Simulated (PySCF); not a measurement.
Isomers C9H8O2:

A. SMILES C=C1C=CC=C(C(=O)O)C=C1
B. SMILES C=COC(=O)c1ccccc1
C. `c1(C(C)=O)cccccc1=O`

Spectrum 1. 1H NMR (500 MHz, computed): δ 8.18 (d, 1H), 7.45 (m, 1H), 7.42 (m, 1H), 7.41 (m, 1H), 7.37 (m, 1H), 2.79 (s, 3H). 13C{1H} NMR (computed): δ 207.0 (C), 188.7 (C), 154.2 (CH), 153.8 (C), 145.1 (CH), 143.0 (CH), 141.2 (CH), 139.4 (CH), 29.3 (CH3).

Spectrum 2. 1H NMR (500 MHz, computed): δ 8.64 (d, 2H), 8.26 (m, 1H), 7.88 (m, 1H), 7.80 (m, 2H), 5.28 (m, 1H), 4.99 (m, 1H). 13C{1H} NMR (computed): δ 168.2 (C), 149.6 (CH), 139.7 (CH), 137.3 (CH), 133.8 (CH), 133.6 (C), 101.5 (CH2).

Spectrum 3. 1H NMR (500 MHz, computed): δ 6.98 (d, 1H), 6.46 (d, 1H), 6.30 (d, 1H), 6.06 (d, 1H), 5.87 (br s, 1H), 5.60 (m, 1H), 4.72 (m, 1H), 4.67 (m, 1H). 13C{1H} NMR (computed): δ 170.9 (C), 156.9 (CH), 154.0 (C), 147.7 (CH), 145.6 (CH), 135.7 (C), 133.2 (CH), 131.5 (CH), 119.6 (CH2).

PySCF calculation with σ from GIAO-PBE0/pcSseg-1 and GFN2-xTB structure; no solvent model, relativity neglected, one conformer, one averaged value for each set of equivalent atoms.

Shifts are taken against calculated references (same method and geometry level): 1H (31.72 ppm), 13C (186.93 ppm) against TMS. Where no couplings were computed, multiplicities follow the n + 1 count of equivalent neighbours, and m marks all less simple cases (inequivalent or close neighbours, rings, F or P nearby). Acid and N–H amide carbonyl carbons lie up to 10 ppm further downfield in solution (hydrogen bonding). Shifts are as computed. Against solution values, carbons near 30 ppm lie about +3 ppm off and those near 130 ppm about +5 ppm. Of 1211 compounds with measured shifts, 218 miss one by over three times the rms of a fit or turn the order of signals round; such compounds aren't used in these exercises. OH and NH positions are gas-phase values without hydrogen bonding to other molecules.

Question: Which spectrum belongs to which compound?

Answer: 1–C, 2–B, 3–A.

- Spectrum 1 (C): 9 13C signals; δC 207.0 is a ketone carbonyl carbon; δC 29.3 is a methyl carbon α to a carbonyl.
- Spectrum 2 (B): 7 13C signals; δC 168.2 is an ester carbonyl carbon; δC 149.6 is an alkene carbon bearing oxygen.
- Spectrum 3 (A): 9 13C signals; δC 170.9 is a carboxylic acid carbon; δC 156.9 is an alkene CH.
